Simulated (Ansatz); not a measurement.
System: boron oxyfluoride, sum formula BOF (charge 0, singlet). SMILES: B(=O)F
Geometry from a B3LYP-D3(BJ)/def2-TZVP (Ansatz, an electronic-structure program) optimisation:
```
B
O 1 1.2071
F 1 1.2860 2 180.00
```
Charge 0, spin multiplicity 1.

Parts of the frozen-core correlation energy in cc-pVDZ (Ansatz, hartree). Frozen orbitals: 3; correlated occupied orbitals by spin: 8 and 8; virtual: 31 and 31. Spin-orbit coupling is left out. No relativistic terms.

```
term                            value
-------------------------  ----------
reference (HF)             -199.08272
MP2 opposite-spin            -0.32372
MP2 same-spin                -0.12341
CCSD correlation             -0.44888
(T)                          -0.01168
CCSDT minus CCSD(T)          -0.00047
T1 diagnostic                   0.017
largest doubles amplitude       0.053
```
